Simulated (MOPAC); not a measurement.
Job for MOPAC: PM3 on CH5ClO (a complex), monomers drawn apart or pushed together.

```
PM3 1SCF PRECISE CHARGE=0 THREADS=1
CH5ClO

O      0.14541781 1     0.25791158 1     0.11241167 1
H     -0.43692279 1     0.42195430 1     0.86624213 1
H     -0.41687628 1    -0.13738397 1    -0.56120688 1
C      0.69259671 1    -1.11137780 1     4.12282479 1
Cl    -0.92760407 1    -0.32646558 1     4.23304249 1
H      1.00135559 1    -1.07939941 1     3.08270609 1
H      1.37587300 1    -0.55150177 1     4.75331730 1
H      0.59062331 1    -2.13294308 1     4.47496339 1
```

The log:

```
*******************************************************************************
 **                                                                           **
 **                              MOPAC v23.2.5                                **
 **                                                                           **
 *******************************************************************************
 ** MOPAC's Digital Object Identifier: https://doi.org/10.5281/zenodo.6511958 **
 **                                                                           **
 ** Please cite the open-source release paper for use of this MOPAC version:  **
 ** J. E. Moussa and J. J. P. Stewart (2026)                                  **
 ** MOPAC: An open-source semiempirical molecular orbital program             **
 ** J. Open Source Softw., 11(119), 8025, https://doi.org/10.21105/joss.08025 **
 *******************************************************************************

                              PM3 CALCULATION RESULTS

 *******************************************************************************
 *  PM3        - The PM3 Hamiltonian to be used
 *
 *
 *
 *                 CHARGE ON SYSTEM = 0
 *
 *
 *
 *  PRECISE    - TIGHTER CRITERIA TO BE USED
 *  1SCF       - DO 1 SCF AND THEN STOP
 *  THREADS=1  - MULTI-THREADING NOT USED
 *  T=         - A TIME OF 172800.0 SECONDS REQUESTED
 *  DUMP=N     - RESTART FILE WRITTEN EVERY 7200.0 SECONDS REQUESTED
 *******************************************************************************
PM3 1SCF PRECISE CHARGE=0 THREADS=1
 CH5ClO

   ATOM   CHEMICAL          X               Y               Z
  NUMBER   SYMBOL      (ANGSTROMS)     (ANGSTROMS)     (ANGSTROMS)

     1       O          0.14541781  *   0.25791158  *   0.11241167  *
     2       H         -0.43692279  *   0.42195430  *   0.86624213  *
     3       H         -0.41687628  *  -0.13738397  *  -0.56120688  *
     4       C          0.69259671  *  -1.11137780  *   4.12282479  *
     5      Cl         -0.92760407  *  -0.32646558  *   4.23304249  *
     6       H          1.00135559  *  -1.07939941  *   3.08270609  *
     7       H          1.37587300  *  -0.55150177  *   4.75331730  *
     8       H          0.59062331  *  -2.13294308  *   4.47496339  *



          CARTESIAN COORDINATES

    NO.       ATOM           X           Y           Z

     1         O          0.1454      0.2579      0.1124
     2         H         -0.4369      0.4220      0.8662
     3         H         -0.4169     -0.1374     -0.5612
     4         C          0.6926     -1.1114      4.1228
     5        Cl         -0.9276     -0.3265      4.2330
     6         H          1.0014     -1.0794      3.0827
     7         H          1.3759     -0.5515      4.7533
     8         H          0.5906     -2.1329      4.4750

  H: (PM3): J. J. P. STEWART, J. COMP. CHEM. 10, 209 (1989).
  C: (PM3): J. J. P. STEWART, J. COMP. CHEM. 10, 209 (1989).
  O: (PM3): J. J. P. STEWART, J. COMP. CHEM. 10, 209 (1989).
 Cl: (PM3): J. J. P. STEWART, J. COMP. CHEM. 10, 209 (1989).

           Empirical Formula: C H5 O Cl  =     8 atoms



      MOLECULAR POINT GROUP   :   C1


      RHF CALCULATION, NO. OF DOUBLY OCCUPIED LEVELS = 11


 -------------------------------------------------------------------------------
 PM3 1SCF PRECISE CHARGE=0 THREADS=1
 CH5ClO



     1SCF WAS SPECIFIED, SO BFGS WAS NOT USED
     SCF FIELD WAS ACHIEVED


                              PM3 CALCULATION
                                                       MOPAC v23.2.5 Linux




          FINAL HEAT OF FORMATION =        -67.99237 KCAL/MOL =    -284.48010 KJ/MOL


          COSMO AREA              =        114.37 SQUARE ANGSTROMS
          COSMO VOLUME            =         90.78 CUBIC ANGSTROMS

          IONIZATION POTENTIAL    =         10.622599 EV
          HOMO LUMO ENERGIES (EV) =        -10.623  1.058
          NO. OF FILLED LEVELS    =         11
          MOLECULAR WEIGHT        =         68.5029         POINT GROUP:  C1

          MOLECULAR DIMENSIONS (Angstroms)

            Atom       Atom       Distance
            H     7    H     3     5.62402
            O     1   Cl     5     2.35574
            H     8    H     2     2.22639


          SCF CALCULATIONS        =          1





   ATOM   CHEMICAL          X               Y               Z
  NUMBER   SYMBOL      (ANGSTROMS)     (ANGSTROMS)     (ANGSTROMS)

     1       O          0.14541781  *   0.25791158  *   0.11241167  *
     2       H         -0.43692279  *   0.42195430  *   0.86624213  *
     3       H         -0.41687628  *  -0.13738397  *  -0.56120688  *
     4       C          0.69259671  *  -1.11137780  *   4.12282479  *
     5      Cl         -0.92760407  *  -0.32646558  *   4.23304249  *
     6       H          1.00135559  *  -1.07939941  *   3.08270609  *
     7       H          1.37587300  *  -0.55150177  *   4.75331730  *
     8       H          0.59062331  *  -2.13294308  *   4.47496339  *

                             CARTESIAN COORDINATES

   1    O        0.145417810     0.257911580     0.112411670
   2    H       -0.436922790     0.421954300     0.866242130
   3    H       -0.416876280    -0.137383970    -0.561206880
   4    C        0.692596710    -1.111377800     4.122824790
   5   Cl       -0.927604070    -0.326465580     4.233042490
   6    H        1.001355590    -1.079399410     3.082706090
   7    H        1.375873000    -0.551501770     4.753317300
   8    H        0.590623310    -2.132943080     4.474963390


           Empirical Formula: C H5 O Cl  =     8 atoms



      MOLECULAR POINT GROUP   :   C1


                  EIGENVALUES
 -55.24362 -36.59083 -28.01465 -17.38682 -14.94505 -14.91656 -14.60790 -13.65004
 -12.32150 -10.63187 -10.62260   1.05831   3.51684   3.80467   3.80907   4.06532
   5.17107


              NET ATOMIC CHARGES AND DIPOLE CONTRIBUTIONS

  ATOM NO.   TYPE          CHARGE      No. of ELECS.   s-Pop       p-Pop
    1          O          -0.357515        6.3575     1.77377     4.58374
    2          H           0.179785        0.8202     0.82021
    3          H           0.177404        0.8226     0.82260
    4          C          -0.061920        4.0619     1.16457     2.89735
    5         Cl          -0.098073        7.0981     1.98331     5.11477
    6          H           0.056667        0.9433     0.94333
    7          H           0.052536        0.9475     0.94746
    8          H           0.051116        0.9489     0.94888
 DIPOLE           X         Y         Z       TOTAL
 POINT-CHG.     0.013    -0.668    -0.006     0.668
 HYBRID        -0.317    -0.365     0.027     0.484
 SUM           -0.303    -1.033     0.021     1.076


          ATOMIC ORBITAL ELECTRON POPULATIONS

     Atom    s        px        py        pz
    1  O   1.77377   1.42215   1.86779   1.29379
    2  H   0.82021
    3  H   0.82260
    4  C   1.16457   0.88792   0.98786   1.02157
    5 Cl   1.98331   1.28990   1.83117   1.99370
    6  H   0.94333
    7  H   0.94746
    8  H   0.94888

 **********************
 *                    *
 * JOB ENDED NORMALLY *
 *                    *
 **********************




 == MOPAC DONE ==
```

The run finished.

Cost: around 0.020 core-seconds (rough).
